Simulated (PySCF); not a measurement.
C6H4Cl, SMILES Clc1c[c]ccc1, multiplicity 2. Atoms are numbered in the order given.

```xyz
11

Cl    -0.0648     2.2231     0.0000
C      0.0244     0.4776     0.0000
C      1.2836    -0.1470     0.0000
C      1.2657    -1.5244     0.0000
C      0.1476    -2.3312     0.0000
C     -1.0926    -1.6697     0.0000
C     -1.1567    -0.2733     0.0000
H      2.2001     0.4464     0.0000
H      0.2061    -3.4223     0.0000
H     -2.0186    -2.2512     0.0000
H     -2.1181     0.2413     0.0000
```
Charge 0, spin multiplicity 2.

Coordinates come from a B3LYP-D3(BJ)/def2-SVP optimisation. The isomer is the one that the SMILES or the coordinates give; other isomers of the formula were not compared.

These are PySCF with PBE/def2-TZVP values and carry that method's errors.

ESP charges are fitted to the potential on shells at 1.4 to 2.0 van der Waals radii. Atomic charges (e):

```json
[
 {"atom": "Cl1", "Löwdin": "0.39", "Mulliken": "-0.11", "ESP fit": "-0.08", "Mulliken spin": "0.02"},
 {"atom": "C2", "Löwdin": "-0.42", "Mulliken": "0.18", "ESP fit": "-0.01", "Mulliken spin": "0.05"},
 {"atom": "C3", "Löwdin": "-0.16", "Mulliken": "-0.19", "ESP fit": "(withheld)", "Mulliken spin": "-0.03"},
 {"atom": "C4", "Löwdin": "0.01", "Mulliken": "0.03", "ESP fit": "(withheld)", "Mulliken spin": "0.90"},
 {"atom": "C5", "Löwdin": "-0.16", "Mulliken": "-0.15", "ESP fit": "-0.09", "Mulliken spin": "-0.03"},
 {"atom": "C6", "Löwdin": "-0.13", "Mulliken": "-0.08", "ESP fit": "-0.18", "Mulliken spin": "0.06"},
 {"atom": "C7", "Löwdin": "-0.15", "Mulliken": "-0.17", "ESP fit": "(withheld)", "Mulliken spin": "-0.03"},
 {"atom": "H8", "Löwdin": "0.15", "Mulliken": "0.13", "ESP fit": "(withheld)", "Mulliken spin": "0.02"},
 {"atom": "H9", "Löwdin": "0.15", "Mulliken": "0.13", "ESP fit": "0.15", "Mulliken spin": "0.02"},
 {"atom": "H10", "Löwdin": "0.15", "Mulliken": "0.11", "ESP fit": "0.15", "Mulliken spin": "0.02"},
 {"atom": "H11", "Löwdin": "0.15", "Mulliken": "0.12", "ESP fit": "(withheld)", "Mulliken spin": "0.00"}
]
```

Task: Fill in the missing entries. (An estimate is asked for; the answer gives what the named calculation found.)

Result: 
- C3, ESP fit: -0.04
- C4, ESP fit: -0.10
- C7, ESP fit: -0.05
- H8, ESP fit: 0.14
- H11, ESP fit: 0.12

Task: Give the Mayer and Wiberg (Löwdin basis) orders of the bonds. (An estimate is asked for; the answer gives what the named calculation found.)

Result: 
| bond | Mayer | Wiberg |
|---|---|---|
| Cl1–C2 | 0.96 | 1.64 |
| C2–C3 | 1.33 | 1.51 |
| C3–C4 | 1.50 | 1.70 |
| C4–C5 | 1.50 | 1.69 |
| C5–C6 | 1.38 | 1.55 |
| C2–C7 | 1.39 | 1.54 |
| C6–C7 | 1.43 | 1.59 |
| C3–H8 | 0.94 | 0.82 |
| C5–H9 | 0.94 | 0.82 |
| C6–H10 | 0.95 | 0.82 |
| C7–H11 | 0.95 | 0.82 |
